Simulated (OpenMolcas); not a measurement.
V2+ among 3 point charges of -1 e arranged as a planar triangle (D3h), 2.11 Å from the ion.
```
   2.1100    0.0000    0.0000  -1.00
  -1.0550    1.8273    0.0000  -1.00
  -1.0550   -1.8273    0.0000  -1.00
```

| Quantity | Value |
| --- | --- |
| Program | OpenMolcas 26.06 |
| Method | CASSCF |
| Basis | ANO-RCC-VDZP [5s4p2d1f] |
| Scalar Hamiltonian | DKH2, point nucleus |
| Active space | 3 electrons in 5 orbitals (3d) |
| State averaging | 2S+1 = 4 even, 10 roots; 2S+1 = 2 even, 40 roots |
| Spin-orbit coupling | RASSI with atomic mean-field integrals over the reference wave functions |

(1) What is the spin-free ground state (labels of D3, the rotations of D3h)?

(2) Where is the first state of the same spin?

(3) What are the lowest two levels with spin-orbit coupling?

(4) What is χT at 300 K, and how does it compare with the textbook value?

Results:

(1) 4A1, 1-fold in its orbital part, 100 % from free-ion F terms; it has the highest spin that d3 allows.

(2) 4A2 at 5.04 cm-1 above the ground state. The two act as a nearly degenerate pair, with unquenched orbital momentum.

(3) A 2-fold level E3/2 with g = 0.00, 0.00, 0.01, then a 2-fold level E1/2 185.4 cm-1 above it. Their leading multiplicities are 4 (100 %) and 4 (100 %).

(4) The lowest level has 2S+1 = 4, for which the spin-only value is χT = S(S+1) / 2 = 1.875 cm3 K/mol (g = 2). The computed 1.517 at 300 K differs by -0.358, through orbital momentum, spin-orbit coupling and any other state in reach.

Spin-orbit coupling mixes the spin-free states strongly: the lowest level takes only 50 % from its leading state, 4A1. Without dynamic correlation the repulsion within the d shell is too large (B by tens of per cent), so at a given field states of lower spin stand too high. The ground term spreads over less than 5000 cm-1, several times less than with real ligands, so orbital moments are less quenched and χT lies further from the spin-only value than at real sites. Point charges carry no covalency, so the field is a model and not that of real ligands. No measured value stands beside these numbers.
